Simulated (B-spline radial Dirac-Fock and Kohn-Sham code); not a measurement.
Calculated with a B-spline atomic structure program, using Dirac-Fock energy differences between relaxed states, corrected for Breit and QED terms. Free neutral atoms.

Problem. Order these X-ray lines by photon energy, lowest first.
A. Ce Lβ1
B. Tm Lℓ
C. Ho Lβ6
D. Er Lβ4
E. Pm Lβ7
F. In Lγ1

Solution. F (3922.9 eV), A (5262.2 eV), B (6335.9 eV), E (6414.5 eV), C (7631.9 eV), D (7749.5 eV).
